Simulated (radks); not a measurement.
Valence configurations of Nd3+ (all share [Xe]). Calculated with a radial shooting solver on a logarithmic mesh with Libxc functionals: non-relativistic Kohn-Sham, BLYP, spin-polarised, spherical densities, point nucleus; open shells are filled with parallel spins first (spin-orbit coupling, left out, can overturn this in heavy ions); relativity is left out, which matters for an element this heavy. Order these by energy: 4f2.5 5d0.5; 4f2 5d1; 4f2 6s1; 4f3; 6s1 6p2; 4f2.5 6p0.5; 4f2 6p1.

Answer. From the lowest, in eV above it: 4f3 0.000; 4f2.5 5d0.5 5.755; 4f2.5 6p0.5 10.231; 4f2 5d1 12.801; 4f2 6s1 18.298; 4f2 6p1 22.682; 6s1 6p2 92.515. NIST lists [Xe] 4f3 as the ground configuration; this level of theory agrees among the configurations tried. The energies are those of spherical high-spin densities, not of single terms. Relativity is left out, which favours d and f over s occupation in heavy atoms.
